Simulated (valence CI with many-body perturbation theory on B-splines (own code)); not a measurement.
Results of a calculation; reference values are marked as such.
**Ladder of approximations for Ba14+**

Level of theory: valence CI with perturbative core correlation (CI+MBPT): six valence electrons over a frozen Dirac-Fock core [Kr], radial functions for each j: 7 s, 7 p, 8 d, 6 f, 4 g, 1 h, with the one-electron correlation potential Σ1 (screened to all orders), the two-electron term Σ2, the three-electron term Σ3, Breit, model QED; selected single and double excitations, second order for the rest, scaled by the run's own slope (own B-spline code, finite nucleus).

No measured spectrum was set against this ion. As an estimate, terms of the open shell hold to 2 to 4 % of their energy, and close levels can change places. Core correlation moves these levels by up to 9500 cm⁻¹, and in measured spectra 5 to 20 % of such shifts remained as error; rates that hang on mixing are uncertain with them. Among the levels kept, up to 1000 cm⁻¹ of a level comes from second order outside the variational space, and about a tenth of that is noise between levels of different J, which matters for small intervals. The list stops below the first excitations out of the core. Only levels of the ground parity were solved; by the run's estimate the other parity begins above the list, which can be wrong where configurations are misplaced.

Each rung adds one term. CI alone is the Dirac-Coulomb CI over the frozen core; QED comes last and gives the full result, which names the levels. Energies are above 4d6 5D_4 on the same rung, in cm⁻¹.

Names give the largest LS component (configuration and term), which can be under half, so a name can repeat, a term be missing and a line seem to break the LS rules; names also repeat where a configuration has a term twice. Letters in brackets count levels of one name in rising energy.

```csv
Level,CI alone
4d6 5D_2 [a],12400
4d6 5D_3,13322
4d6 5D_1,19716
4d6 5D_0,20211
4d6 3H_4 [a],35119
4d6 3H_6,45127
4d6 3H_5,44297
4d6 5D_2 [b],44367
4d6 3F_3 [a],50965
4d6 3F_2 [a],52745
4d6 3H_4 [b],60276
4d6 1S_0 [a],60258
4d6 3D_1,65075
4d6 3G_4,66654
4d6 3G_5,67328
4d6 3D_2,67100
```

Question: What do these energies become with core correlation, Breit and QED?

Answer: 4d6 5D_2 [a] 12048 (-352); 4d6 5D_3 13968 (+646); 4d6 5D_1 19806 (+90); 4d6 5D_0 20332 (+120); 4d6 3H_4 [a] 32114 (-3005); 4d6 3H_6 39501 (-5627); 4d6 3H_5 40094 (-4203); 4d6 5D_2 [b] 43280 (-1087); 4d6 3F_3 [a] 48008 (-2957); 4d6 3F_2 [a] 49300 (-3445); 4d6 3H_4 [b] 57583 (-2694); 4d6 1S_0 [a] 59587 (-671); 4d6 3D_1 60384 (-4691); 4d6 3G_4 63127 (-3527); 4d6 3G_5 63622 (-3706); 4d6 3D_2 63973 (-3127).

Question: How does the ionisation energy move along the ladder, and which term matters most?

Answer: CI alone 350.27, + Σ1 352.28, + Σ2 355.30, + Σ3 355.81, + Breit 355.72, + QED 355.75 eV. The largest step is Σ2, 3.02 eV. NIST lists 354 ± 3 eV (theoretical).
